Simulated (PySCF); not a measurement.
## Electron correlation in O⁺ (oxygen, charge +1)

[He] 2s2 2p3, high-spin 4S determinant. All numbers are calculated (PySCF 2.14, scalar relativity by spin-free X2C-1e, in cc-pVDZ-DK (3s2p1d, 14 functions)). Frozen: 1s2; 5 electrons correlated.

MP2 pair energies summed by pair of shells (mhartree):

```csv
pair,energy,share (%)
2s-2p,-45.98,65.8
2p-2p,-16.52,23.6
2s-2s,-7.41,10.6
```

Total MP2 correlation energy: -69.91 mhartree.

Same-spin part -19.53 and opposite-spin part -50.37 mhartree; SCS-MP2 scales them by 1/3 and 6/5 to -66.96 mhartree.

```json
{"level": "CCSD", "correlation energy (mhartree)": "-84.82"}
{"level": "(T)", "correlation energy (mhartree)": "-0.53"}
{"level": "CCSD(T)", "correlation energy (mhartree)": "-85.35"}
```

Diagnostics: T1 = 0.0036, D1 = 0.0066, largest double amplitude 0.035.

Cost of the coupled-cluster step: 0.08 s of wall time on 1 thread of Neoverse-V1 (shared host), for 5 correlated electrons.
